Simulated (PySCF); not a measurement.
SMILES [NH2][Ge]([NH2])([F])[Br] (H4BrFGeN2), PBE0/def2-SVP optimised geometry.

```
9

N     -1.49    -1.67    -1.48
Ge    -0.94    -0.84     0.00
N     -1.78    -1.47     1.47
F     -1.37     0.84     0.00
Br     1.37    -0.84     0.00
H     -2.32    -2.25    -1.44
H     -0.83    -1.92    -2.21
H     -1.84    -0.80     2.23
H     -1.43    -2.36     1.83
```

Density from PBE0/def2-TZVP run with PySCF 2.14.0 at that geometry.

Minimum of the electron density along straight lines between bonded atoms, close to the bond critical point (lines longer than 1.1 times the sum of covalent radii, or with two minima, are not listed):

```json
[
 {"bond": "N1–Ge2", "length / Å": "1.784", "ρ at the minimum / e bohr⁻³": "0.156", "∇²ρ there / e bohr⁻⁵": "0.52", "position (fraction from the first atom)": "0.53"},
 {"bond": "Ge2–N3", "length / Å": "1.804", "ρ at the minimum / e bohr⁻³": "0.152", "∇²ρ there / e bohr⁻⁵": "0.46", "position (fraction from the first atom)": "0.47"},
 {"bond": "Ge2–F4", "length / Å": "1.735", "ρ at the minimum / e bohr⁻³": "0.144", "∇²ρ there / e bohr⁻⁵": "?", "position (fraction from the first atom)": "0.48"},
 {"bond": "Ge2–Br5", "length / Å": "2.307", "ρ at the minimum / e bohr⁻³": "?", "∇²ρ there / e bohr⁻⁵": "?", "position (fraction from the first atom)": "0.43"},
 {"bond": "N1–H6", "length / Å": "1.012", "ρ at the minimum / e bohr⁻³": "0.332", "∇²ρ there / e bohr⁻⁵": "-1.67", "position (fraction from the first atom)": "0.74"},
 {"bond": "N1–H7", "length / Å": "1.011", "ρ at the minimum / e bohr⁻³": "0.333", "∇²ρ there / e bohr⁻⁵": "-1.68", "position (fraction from the first atom)": "0.74"},
 {"bond": "N3–H8", "length / Å": "1.017", "ρ at the minimum / e bohr⁻³": "0.330", "∇²ρ there / e bohr⁻⁵": "-1.62", "position (fraction from the first atom)": "0.74"},
 {"bond": "N3–H9", "length / Å": "1.016", "ρ at the minimum / e bohr⁻³": "0.331", "∇²ρ there / e bohr⁻⁵": "-1.61", "position (fraction from the first atom)": "0.74"}
]
```

What belongs in the gaps?


- Ge2–F4, ∇²ρ there / e bohr⁻⁵: 0.81
- Ge2–Br5, ρ at the minimum / e bohr⁻³: 0.094
- Ge2–Br5, ∇²ρ there / e bohr⁻⁵: 0.05
